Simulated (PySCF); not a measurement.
Stepwise substitution at one centre (In SH-H). All species are isolated molecules in the gas phase. One relaxed conformer stands for each flexible species; it need not be the lowest. Strings in code marks are SMILES.

Quantity: redistribution energy (mixed species minus the weighted end members), in kJ/mol.

Level 1: TPSSh-D3(BJ)/def2-TZVP // CAM-B3LYP-D3(BJ)/def2-TZVP (PySCF)
Level 2: B3LYP/LANL2DZ // CAM-B3LYP-D3(BJ)/def2-TZVP (PySCF)
Level 3: M06-2X/6-31G* (LANL2DZ on In) // CAM-B3LYP-D3(BJ)/def2-TZVP (PySCF)
Level 4: PBE/6-31G* (LANL2DZ on In) // CAM-B3LYP-D3(BJ)/def2-TZVP (PySCF)

```json
[
 {"species": "2 of 3 SH replaced by H: `[SH][InH2]`", "level 2": "-13.30", "level 3": "-10.44", "level 4": "-11.45"},
 {"species": "1 of 3 SH replaced by H: `[SH][InH][SH]` (H–S–In–S torsion 180°, S–In–S–H torsion 0°)", "level 2": "-11.96", "level 3": "-9.80", "level 4": "-10.21"}
]
```

### Question
What does level 1 give for each?

### Answer

- 2 of 3 SH replaced by H: `[SH][InH2]`: -9.49
- 1 of 3 SH replaced by H: `[SH][InH][SH]` (H–S–In–S torsion 180°, S–In–S–H torsion 0°): -8.36
